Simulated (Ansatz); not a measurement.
```yaml
crystal:
  periodic: [false, false, false]
  atoms:
    - {symbol: Se, position_ang: [-1.413054, 0.446144, -0.712267]}
    - {symbol: C, position_ang: [-0.636452, -0.070588, 0.220782]}
    - {symbol: B, position_ang: [0.918581, -0.706040, 0.312638]}
    - {symbol: O, position_ang: [-0.001775, -1.127089, 0.635669]}
    - {symbol: H, position_ang: [-0.606583, 0.920293, -2.002639]}
    - {symbol: H, position_ang: [-0.382388, 0.461847, 1.363573]}
    - {symbol: H, position_ang: [2.079232, -0.590366, 0.072256]}
basis:
  gaussian: {orbitals: STO-3G, final_grid: {core_spheres: 1, valence_spheres: 1, degree: 3}}
hamiltonian: {xc: {name: r2SCAN}}
```

```sh
$ ansatz run in.yaml --threads 2 --pin off --events-out ev --progress --plain --max-ram 4352MiB
```

It prints (some lines left out):

```
Functional definition: r2SCAN
437 factors; integrals over basis functions are off by at most 7.8e-5 eV
mean field evaluation 1: about -68367.4795 eV, gradient 1.3e1 eV
mean field evaluation 2: about -68367.1089 eV, gradient 1.6e1 eV
mean field evaluation 4: about -68368.1091 eV, gradient 1.1e0 eV
mean field evaluation 16: about -68380.3628 eV, gradient 2.4e1 eV
mean field evaluation 64: about -68381.7935 eV, gradient 2.7e-5 eV
mean field -68381.79345398 eV, -2512.9845585893 hartree, gradient 2.7e-5 eV, S^2 0.000000; 5 other end points of the search recorded, 0 dependent functions left out
reference -68381.79345874 eV, -2512.9845587642 hartree; 28, 28 occupied and 8, 8 virtual orbitals, 437 factors
Total energy: -68381.79345874 eV, -2512.9845587642 hartree
```

In this input the integration grid is far too coarse. The calculation finished and met its thresholds. The result belongs to that input, not to the molecule as meant.
